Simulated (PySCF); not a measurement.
Te(OH)(GeH3) (GeH₄OTe), SMILES [Te](O)[GeH3]. Atoms are numbered in the order given.

```xyz
7

Te     0.4859    -0.4663     0.6848
O      0.4390    -1.9245    -0.7070
H      1.2317    -1.7993    -1.2448
Ge    -0.8358     1.1566    -0.7962
H     -0.9939     2.4711    -0.0096
H     -0.0569     1.4090    -2.0990
H     -2.2116     0.5549    -1.1222
```
Charge 0, spin multiplicity 1.

The structure is a stationary point at PBE0-D3(BJ)/def2-SVP. This is a generated structure with no PubChem entry under its InChIKey; it may be hypothetical. The def2 effective core potentials stand for the cores of Te; spin–orbit coupling is left out. Other conformers were not sampled.

Computed with PySCF 2.14.0 with PBE0-D3(BJ)/def2-SVP.

Frequencies are harmonic and unscaled.

```json
[
 {"mode": "1", "ν (cm⁻¹)": "98", "IR (km/mol)": "0.4", "Raman (Å⁴/amu)": "0.2", "depolarisation": "0.71", "moving atoms (share of kinetic energy)": "H 91 %"},
 {"mode": "2", "ν (cm⁻¹)": "109", "IR (km/mol)": "1.4", "Raman (Å⁴/amu)": "2.0", "depolarisation": "0.56", "moving atoms (share of kinetic energy)": "O 70 %, Ge 12 %, H 10 %, Te 8 %"},
 {"mode": "3", "ν (cm⁻¹)": "238", "IR (km/mol)": "2.2", "Raman (Å⁴/amu)": "11.5", "depolarisation": "0.25", "moving atoms (share of kinetic energy)": "Ge 59 %, Te 38 %"},
 {"mode": "4", "ν (cm⁻¹)": "337", "IR (km/mol)": "79.7", "Raman (Å⁴/amu)": "1.3", "depolarisation": "0.65", "moving atoms (share of kinetic energy)": "H 93 %"},
 {"mode": "5", "ν (cm⁻¹)": "489", "IR (km/mol)": "7.9", "Raman (Å⁴/amu)": "9.4", "depolarisation": "0.67", "moving atoms (share of kinetic energy)": "H 91 %"},
 {"mode": "6", "ν (cm⁻¹)": "509", "IR (km/mol)": "6.4", "Raman (Å⁴/amu)": "11.2", "depolarisation": "0.75", "moving atoms (share of kinetic energy)": "H 96 %"},
 {"mode": "7", "ν (cm⁻¹)": "594", "IR (km/mol)": "48.4", "Raman (Å⁴/amu)": "16.8", "depolarisation": "0.41", "moving atoms (share of kinetic energy)": "O 86 %, Te 11 %"},
 {"mode": "8", "ν (cm⁻¹)": "798", "IR (km/mol)": "287.8", "Raman (Å⁴/amu)": "13.0", "depolarisation": "0.40", "moving atoms (share of kinetic energy)": "H 97 %"},
 {"mode": "9", "ν (cm⁻¹)": "865", "IR (km/mol)": "37.6", "Raman (Å⁴/amu)": "29.0", "depolarisation": "0.75", "moving atoms (share of kinetic energy)": "H 99 %"},
 {"mode": "10", "ν (cm⁻¹)": "882", "IR (km/mol)": "40.2", "Raman (Å⁴/amu)": "28.0", "depolarisation": "0.74", "moving atoms (share of kinetic energy)": "H 99 %"},
 {"mode": "11", "ν (cm⁻¹)": "1018", "IR (km/mol)": "47.3", "Raman (Å⁴/amu)": "1.0", "depolarisation": "0.62", "moving atoms (share of kinetic energy)": "H 95 %"},
 {"mode": "12", "ν (cm⁻¹)": "2149", "IR (km/mol)": "82.0", "Raman (Å⁴/amu)": "309.2", "depolarisation": "0.02", "moving atoms (share of kinetic energy)": "H 100 %"},
 {"mode": "13", "ν (cm⁻¹)": "2160", "IR (km/mol)": "102.5", "Raman (Å⁴/amu)": "134.8", "depolarisation": "0.75", "moving atoms (share of kinetic energy)": "H 98 %"},
 {"mode": "14", "ν (cm⁻¹)": "2170", "IR (km/mol)": "87.8", "Raman (Å⁴/amu)": "157.8", "depolarisation": "0.48", "moving atoms (share of kinetic energy)": "H 98 %"},
 {"mode": "15", "ν (cm⁻¹)": "3861", "IR (km/mol)": "95.9", "Raman (Å⁴/amu)": "75.4", "depolarisation": "0.23", "moving atoms (share of kinetic energy)": "H 94 %"}
]
```
